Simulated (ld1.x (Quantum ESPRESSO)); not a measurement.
What one change does to a pseudopotential (rubidium (Rb), TM)

rubidium, norm-conserving Troullier–Martins (Kleinman–Bylander form), made with ld1.x (Quantum ESPRESSO) 7.5 (LDA (PZ), fully relativistic). Core [Kr], reference 5s1 5p0. Waves: 5s (bound): rc 2.90 bohr; 5p (bound, empty): rc 4.20 bohr; 4d channel at 0.4 Ry: rc 3.20 bohr. Local part: the d channel. Core correction: Bessel-smoothed model core inside 1.85 bohr.

Open shells are filled in proportion to 2j + 1 (rel_dist='average').

Change: local potential all-electron potential smoothed inside 2.50 bohr (lloc = -1).

Cutoffs: the cutoffs (Ry, on a coarse ladder) from which the occupation-weighted sum of valence levels, in a spherical-Bessel basis at the reference potential, stays within 10 and 1 mRy of its value at 400 Ry; they do not see the model core or the augmentation charge, which bear on the density cutoff. Errors are all-electron minus pseudo energies relative to the spin-unpolarised reference configuration.

Problem. What does the change do?

Solution. Both files are so soft that the ladder of cutoffs tells neither apart; the bound ghosts move from p, s to s; the number of tests that count goes from 1 to 2; the range in which the d3/2 phases agree widens (upper end 0.9 → 3.0); the range in which the d5/2 phases agree widens (upper end 1.0 → 3.0). In the separable form a ghost depends on how the local part lies against the semilocal potential of the channel, so the choice of the local part can create or remove one.

| quantity | base | changed |
| --- | --- | --- |
| cutoff, loose | 6 Ry | 6 Ry |
| cutoff, tight | 8 Ry | 8 Ry |
| bound ghosts | s, p3/2, p1/2 | s |
| tests counted (converged, no solver errors) | 1 of 2 | 2 of 2 |
| error for 5s0.5 5p0, meV [ΔE 1.66 eV] | -4.0 | -4.2 |
| s: phases at 4.57 bohr within 0.05 rad from the reference energy up to (Ry; the scan ends near 5) | n/a | 1.6 |
| p1/2: phases at 4.57 bohr within 0.05 rad from the reference energy up to (Ry; the scan ends near 5) | 0.0 | 0.0 |
| p3/2: phases at 4.57 bohr within 0.05 rad from the reference energy up to (Ry; the scan ends near 5) | 0.1 | 0.0 |
| d3/2: phases at 4.57 bohr within 0.05 rad from the reference energy up to (Ry; the scan ends near 5) | 0.9 | 3.0 |
| d5/2: phases at 4.57 bohr within 0.05 rad from the reference energy up to (Ry; the scan ends near 5) | 1.0 | 3.0 |

Base: Tests not counted: 5s0 5p1 (solver errors, printed error -1.3 eV). A true bound ghost makes a file unfit for plane-wave use even where its test errors are small: the radial tests pick states by their node count and pass the ghost by. Where a test does run into it, the solver fails or the error is huge.
